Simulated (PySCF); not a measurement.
Charge on either side of a bond

Species: C4H12OSi2.
SMILES with atom numbers: `[SiH3:1][O:2][SiH2:3][CH2:4][CH:5]1[CH2:6][CH2:7]1` (hydrogens: H8, H9, H10 on Si1; H11, H12 on Si3; H13, H14 on C4; H15 on C5; H16, H17 on C6; H18, H19 on C7)

Structure used (GFN2-xTB), in Å, numbered top down from 1:
```xyz
19
C4H12OSi2 angstrom
Si     3.7272   -0.5943   -0.0184
O      2.4505    0.3945    0.0639
Si     0.9737    1.0370    0.2536
C     -0.2927   -0.3579    0.5134
C     -1.6974    0.1619    0.6932
C     -2.5026    0.5543   -0.5063
C     -2.8747   -0.6687    0.2793
H      4.0549   -1.0015    1.3474
H      4.7865    0.1997   -0.6343
H      3.3531   -1.7467   -0.8387
H      0.7134    1.7834   -0.9772
H      1.0639    1.9059    1.4283
H     -0.0164   -0.9530    1.3886
H     -0.2728   -1.0394   -0.3403
H     -1.8218    0.7731    1.5794
H     -3.1435    1.4206   -0.4448
H     -2.0562    0.4148   -1.4791
H     -3.7708   -0.6407    0.8812
H     -2.6842   -1.6338   -0.1663
```

Atomic charges (e) from the PBE0/pcSseg-1 density (PySCF):

```tsv
atom	Mulliken	IAO	Hirshfeld	ESP-fitted
Si1	+0.7367	+0.8934	+0.3944	+0.5930
O2	-0.7153	-0.8903	-0.3055	-0.4228
Si3	+0.9015	+1.0248	+0.4084	+0.6335
C4	-0.4623	-0.5580	-0.1594	-0.5766
C5	-0.3287	-0.1255	-0.0388	+0.0437
C6	-0.1968	-0.3010	-0.0931	-0.2641
C7	-0.1868	-0.2961	-0.0925	-0.4060
H8	-0.1303	-0.1525	-0.0829	-0.1281
H9	-0.1254	-0.1455	-0.0803	-0.1270
H10	-0.1327	-0.1538	-0.0834	-0.1338
H11	-0.1267	-0.1534	-0.0860	-0.1473
H12	-0.1325	-0.1557	-0.0869	-0.1388
H13	+0.1459	+0.1473	+0.0404	+0.1625
H14	+0.1243	+0.1420	+0.0420	+0.2071
H15	+0.1255	+0.1394	+0.0432	+0.1204
H16	+0.1284	+0.1485	+0.0459	+0.1197
H17	+0.1250	+0.1441	+0.0446	+0.1431
H18	+0.1267	+0.1481	+0.0457	+0.1595
H19	+0.1233	+0.1442	+0.0447	+0.1619
```

Cut each of the bonds Si1–O2, O2–Si3, Si3–C4 and C5–C4 in turn and sum the charges on the side of the atom named first.

In e; the other side holds the opposite charge:

```csv
bond cut,piece,atoms,Mulliken,IAO,Hirshfeld,ESP-fitted
Si1–O2,SiH3,4,+0.348,+0.442,+0.148,+0.204
O2–Si3,SiOH3,5,-0.367,-0.449,-0.158,-0.219
Si3–C4,Si2OH5,8,+0.275,+0.267,+0.078,+0.129
C5–C4,C3H5,8,-0.083,+0.002,0.000,+0.078
```

Extremes among these pieces. Mulliken: lowest SiOH3 at O2, highest SiH3 at Si1; IAO: lowest SiOH3 at O2, highest SiH3 at Si1; Hirshfeld: lowest SiOH3 at O2, highest SiH3 at Si1; ESP-fitted: lowest SiOH3 at O2, highest SiH3 at Si1.

Do the schemes agree better on the pieces than on the single atoms at the cuts?

The spread between schemes averages 0.236 e for the pieces and 0.518 e for the atoms named first; it is smaller for the piece at 4 of the 4 cuts. On average they agree better on the pieces. The sign differs between schemes (beyond ±0.03 e) for C3H5 at C5.

Isolated species at its GFN2-xTB geometry (one conformer only).

These values come from a run that also computed NMR shieldings. Hardware: an Intel Xeon at 2.50 GHz with one thread, shared host with 64 logical CPUs at a one-minute load of 62. Cost: 93 s of wall time (with the writing of density and orbital grids), 0.86 GiB resident at most.
